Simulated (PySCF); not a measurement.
Compound: C8H7 (doublet state).
Geometry (GFN2-xTB, Å), atoms numbered from 1 in this order:
```
atom  x, y, z in Å
C1    -2.8556    1.0733    0.6218
C2    -1.7009    0.7747    0.1333
C3    -1.4030   -0.3597   -0.8398
C4    -0.3698   -1.3255   -0.2426
C5     0.9067   -0.6804   -0.0446
C6     1.9559   -0.1001    0.0932
C7     3.1444    0.5380    0.2579
C8     4.1921    1.1147    0.3988
H9    -3.8655    0.7400    0.5657
H10   -0.8125    1.3345    0.4084
H11   -2.3220   -0.9012   -1.0697
H12   -1.0099    0.0744   -1.7628
H13   -0.7342   -1.7079    0.7165
H14   -0.2375   -2.1758   -0.9205
H15    5.1075    1.6090    0.5258
```

The hyperfine couplings belong to this conformer and change with its torsions.

As a line formula: `[H]/[C]=C\CCC#CC#C` [radical].

Method: UKS B3LYP, pcH-1 on C H, non-relativistic, mean-field spin-orbit, GIAO in PySCF 2.14.0. One conformer (not necessarily the lowest) at the GFN2-xTB geometry, without solvent, vibrations or thermal averaging. The geometry wasn't refined by DFT: couplings that depend on bond lengths, twists or pyramidal angles can differ widely from those at the functional's own minimum. No stability test was run, so a lower SCF solution isn't excluded.

(1) Predict the first-order ENDOR lines of H10, H9, H11/H12 and H13/H14 under fast tumbling at B = 334.8 mT (X band).

(2) Which pairs are centred on the nuclear Larmor frequency, and which on half the coupling?

(3) At what field would the lower line of H9 fall to zero frequency?

Answers

(1) For S = 1/2 in fast tumbling each set of equivalent nuclei gives two lines, ν± = |νn ± a/2| to first order, with νn = g_N μN B/h and μN/h = 7.62259 MHz/T.

| nuclei | isotope | g_N | νn (MHz) | a_iso (MHz) | lower line (MHz) | upper line (MHz) |
| --- | --- | --- | --- | --- | --- | --- |
| H10 | 1H | 5.5857 | 14.25 | 115.36 | 43.42 | 71.93 |
| H9 | 1H | 5.5857 | 14.25 | 38.01 | 4.75 | 33.26 |
| H11/H12 | 1H | 5.5857 | 14.25 | -5.61 | 11.45 | 17.06 |
| H13/H14 | 1H | 5.5857 | 14.25 | 3.93 | 12.29 | 16.22 |

(2) Centred on νn, since |a| < 2νn: H11/H12 and H13/H14. Centred on |a|/2 and split by 2νn: H10 and H9.

(3) Where νn = |a|/2, that is B = 19.00 MHz/(5.5857 × 7.62259 MHz/T) = 446 mT, as far as first order holds there.

Means are taken over nuclei equivalent by connectivity, which assumes that they swap fast.

The largest Mulliken spin populations are on C1 (+1.04), C2 (-0.17) and C3 (+0.08). C1 is the only atom above +0.15.
